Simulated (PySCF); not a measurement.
Computed shifts of a molecule C6H6, PBE/pcSseg-1 (PySCF), GIAO, gas phase, atoms alike by connectivity averaged where their shifts nearly agree, in ppm (number of nuclei): ¹³C: 152.8 (1), 144.1 (1), 129.0 (1), 116.6 (1), 95.9 (1), 87.9 (1). ¹H: 7.46 (1), 6.67 (1), 5.85 (2), 5.81 (1), 3.74 (1). References: ¹³C against TMS (σ = 182.0 ppm); ¹H against TMS (σ = 31.49 ppm), references at their B3LYP-D3(BJ)/def2-TZVP geometries, non-relativistic. Coordinates come from a B3LYP-D3(BJ)/def2-SVP optimisation. One conformer was computed; it need not be the lowest.

Question: Pick the molecule that these values belong to.
A) C#CC(=C)C=C
B) C#C/C=C\C=C
C) C#CC(C)C#C
D) C=C1C=CC=C1

Answer: B, C#C/C=C\C=C
